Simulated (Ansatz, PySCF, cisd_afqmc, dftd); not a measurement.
System: CH2N, charge 0, doublet. CH2N (SMILES C=[N], doublet).
B3LYP-D3(BJ)/def2-TZVP minimum from Ansatz (a first-principles code):
```xyz
4

N      0.6782     0.2132     0.1933
C     -0.4611    -0.1449    -0.1314
H     -0.6437    -1.1146    -0.6137
H     -1.3376     0.4917     0.0492
```
Charge 0, spin multiplicity 2.

Quantity: enthalpy of formation at 298 K (by atomisation, with ideal-gas terms from PySCF's Hessian at B3LYP-D3(BJ)/def2-TZVP and the atoms' measured values of the G2/97 table; no spin-orbit terms), in kJ/mol. UHF or UKS for unpaired electrons; spin-orbit terms are left out. Cores are frozen in correlated methods. Rows without X2C or -DK are non-relativistic. AFQMC is phaseless with a CISD trial state; ± is one standard error, without the phaseless bias. Outlying blocks are dropped, and bars are widened where a walk drifts. Over all cases where full CI ran beside it in this data, AFQMC minus full CI had a median of +0.1 mEh and passed +0.4 mEh in a tenth of the cases. CBS(X,Y): correlation extrapolated as X^-3, Hartree-Fock from the larger set (Q,5: extrapolated as (X+1)exp(-9√X)). A bracket is a step between two methods taken in the basis named. Functionals run without relativity, which enters their misses. Double hybrids freeze cores in their MP2 part. 'core' is core correlation in cc-pwCVTZ, 'X2C' scalar relativity in cc-pVTZ-DK, both at CCSD(T). For partners of very few electrons the exact lower level stands in for a higher one. The UHF reference of CH2N (C=[N], doublet) is spin-contaminated (<S^2> up to 0.18 over the pure value in the sets run).

Measured: 57.0 kcal/mol, 238.6 kJ/mol (Active Thermochemical Tables 1.112 (ions: stationary electron), as tabulated in the package chemicals); atomic spin-orbit terms, which the calculations lack, would raise the computed values.

| level | program | enthalpy of formation at 298 K (kJ/mol) | error against that value |
|---|---|---|---|
| B2GP-PLYP-D3(BJ)/def2-TZVPD | Ansatz + dftd3 | 258.5 | 19.9 |
| B2GP-PLYP/def2-TZVPD | Ansatz | 260.2 | 21.6 |
| CCSD(T)/cc-pV5Z | Ansatz | 255.7 | 17.1 |
| CCSD(T)/CBS(cc-pVTZ,cc-pVQZ) | Ansatz | 247.3 | 8.7 |
| CCSDT(Q)/cc-pVTZ | Ansatz | 288.2 | 49.6 |
| AFQMC/CISD/cc-pVTZ | cisd_afqmc | 289.7 ± 1.6 | 51.1 |
| CCSD(T)/CBS(cc-pVQZ,cc-pV5Z) + [AFQMC/CISD - CCSD(T)]/cc-pVTZ + core + X2C | Ansatz + cisd_afqmc | 240.8 ± 1.6 | 2.2 |
| CCSD(T)/CBS(cc-pVQZ,cc-pV5Z) + [CCSDT(Q) - CCSD(T)]/cc-pVTZ + [CCSDTQ - CCSDT(Q)]/cc-pVDZ + core + X2C | Ansatz | 239.5 | 0.9 |
